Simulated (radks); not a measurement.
Question: Lu IV, configuration [Xe] 4f13 5f1 (not the ground configuration). Method: Dirac Kohn-Sham, PBEsol, spin-unpolarised, spherical densities, finite nucleus; open shells fill j = l - 1/2 first; Fermi nuclear charge, rms radius 5.37 fm; computed with a radial shooting solver on a logarithmic mesh with Libxc functionals.

Spin-orbit splittings of the eigenvalues, e(l+1/2) - e(l-1/2), with zeta = 2 splitting/(2l+1) and mean radii in bohr:

| shell | occ. | splitting (eV) | zeta (eV) | <r> j=l-1/2 | <r> j=l+1/2 |
|---|---|---|---|---|---|
| 2p | 6 | 1117 | 744.5 | 0.06742 | 0.07503 |
| 3p | 6 | 238.1 | 158.8 | 0.2021 | 0.2163 |
| 3d | 10 | ? | ? | 0.1899 | 0.1943 |
| 4p | 6 | 54.43 | 36.29 | 0.4845 | 0.5170 |
| 4d | 10 | 9.970 | 3.988 | 0.5393 | 0.5507 |
| 4f | 13 | 1.611 | 0.4602 | 0.6779 | 0.6889 |
| 5p | 6 | 7.721 | 5.147 | 1.260 | 1.353 |
| 5f | 1 | 0.02493 | 0.007123 | 4.235 | 4.250 |

Estimate the 3d splitting.

Answer: 52.01 eV (zeta = 20.80 eV).
